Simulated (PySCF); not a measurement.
SMILES C=C/C=C\C(C)C (C7H12) at its GFN2-xTB optimised geometry (Å):

```
19

C      1.9338    -1.7257    -3.0290
C      1.0465    -1.2588    -2.1561
C      1.4239    -0.5974    -0.9272
C      0.6046    -0.0990     0.0000
C     -0.8935    -0.0990     0.0000
C     -1.4049    -0.8448     1.2351
C     -1.4044     1.3444     0.0000
H      2.9944    -1.6320    -2.8601
H      1.6365    -2.2158    -3.9402
H     -0.0092    -1.3705    -2.3599
H      2.4928    -0.5123    -0.7703
H      1.0400     0.3721     0.8733
H     -1.2748    -0.6018    -0.8918
H     -1.0523    -0.3609     2.1440
H     -1.0491    -1.8727     1.2322
H     -2.4928    -0.8542     1.2492
H     -1.0503     1.8723    -0.8826
H     -1.0500     1.8727     0.8828
H     -2.4923     1.3614     0.0016
```

Level of theory: PBE/def2-SVP (PySCF). Cells within 0.4 Å of a nucleus heavier than hydrogen are left out (blank, or x).

Map of the Laplacian of the electron density (e/bohr⁵), clipped to [-1.50, 1.50] on the plane z = 1.0 Å:

```
|888888888888888888888888888|
|888888888888888888888888888|
|888888888888888888888888888|
|888888888888888888888888888|
|888888888888888888888888888|
|888888888998888888888888888|
|888888899999988888888888888|
|888888999879988888888888888|
|888888999728988888888888888|
|888889999999998888888888888|
|888888999999999999888888888|
|888888999999999989988888888|
|888888999999999708988888888|
|888889999999999989988888888|
|888899999789999999988888888|
|888898679x79999999888888888|
|888899679x79999998888888888|
|888899999679998888888888888|
|888889999749998888888888888|
|888888999979988888888888888|
|888888889999888888888888888|
|888888888888888888888888888|
|888888888888888888888888888|
|888888888888888888888888888|
|888888888888888888888888888|
|888888888888888888888888888|
|888888888888888888888888888|
```
Scale: ten equal steps from -1.50 (start of '0') to 0.190 (end of '9'), in the order '0123456789'; x runs from -4.50 to 4.50, y from -4.50 (bottom) to 4.50 (top).
